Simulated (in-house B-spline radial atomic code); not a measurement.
# Ionising Ar⁴⁺ with different functionals

Computed with a radial B-spline atomic code at the basis-set limit: non-relativistic Hamiltonian, point nucleus, spin-polarised at highest spin, spherical fractional occupations for the functionals, and exact exchange of hybrids averaged over the configuration. The ionisation energy is the difference of two self-consistent energies, [Ne] 3s2 3p2 → [Ne] 3s2 3p1, without Breit or QED terms; ε is the level of the shell that loses the electron (its least bound occupied spin orbital).

| method | rung | ΔSCF (eV) | -ε(3p) (eV) |
| --- | --- | --- | --- |
| PBE0 | global hybrid | 74.86 | 69.02 |
| B3LYP | global hybrid | 74.87 | 68.54 |
| TPSSh | global hybrid | 74.98 | 67.93 |
| M06-2X | global hybrid | 74.59 | 70.93 |
| BHandHLYP | global hybrid | ? | ? |
| r2SCAN0 | global hybrid | 75.03 | 69.33 |
| B97-1 | global hybrid | 74.77 | 68.56 |
| HSE06 | range-separated hybrid | ? | ? |
| wB97X | range-separated hybrid | 74.76 | 71.60 |
| CAM-B3LYP | range-separated hybrid | 74.84 | 70.46 |
| LC-wPBE | range-separated hybrid | 75.03 | 72.17 |

Question: What does HSE06 give?

Answer: ΔSCF 74.85 eV, and -ε(3p) = 68.58 eV.

Question: What does BHandHLYP give?

Answer: ΔSCF 74.69 eV, and -ε(3p) = 70.87 eV.

Question: Among the functionals, which spreads more, the ΔSCF values or the orbital energies?

Answer: The orbital energies: ΔSCF values span about 0.44 eV and the orbital energies 4.24 eV; here energy differences depend much less on the functional than eigenvalues do.

Question: How do they compare with the NIST value?

Answer: NIST lists 74.8 eV ± 0.17 (semi-empirical, ground level to ground level). Errors run from -0.25 to +0.19 eV; all lie within about twice that uncertainty, so the table can't rank the methods.
